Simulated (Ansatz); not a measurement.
Frontier orbitals of AsH$_{3}$OSSe, SMILES `O[As](S)[SeH]`.

Charge 0, multiplicity 1. Correlated methods include outer-core shells of As, Se, which these sets cover unevenly. Scalar relativity is left out up to krypton. Geometry: relaxed with PBE0-D4/def2-TZVP. It is one conformer, not always the lowest. Basis def2-TZVPP, the Gaussian-basis code of Ansatz.

Orbital energies of one run (eV). Highest occupied ones, from the top: -5.93, -6.19, -7.20, -7.55, -8.49, -9.29, -9.67, -10.68, -11.98, -15.00, -17.55, -18.80, -25.44, -42.35. Empty: -2.11, -1.51, -1.12, -0.26, -0.21, 1.00.

(1) Which functional gave them?
A. revPBE
B. r2SCAN0
C. CAM-B3LYP
D. B3LYP

## Answers

(1) A. HOMO energies: revPBE -5.93, B3LYP -6.88, CAM-B3LYP -8.35, r2SCAN0 -7.29 eV.

B3LYP here is the variant with VWN-RPA as its local correlation; programs differ in this.
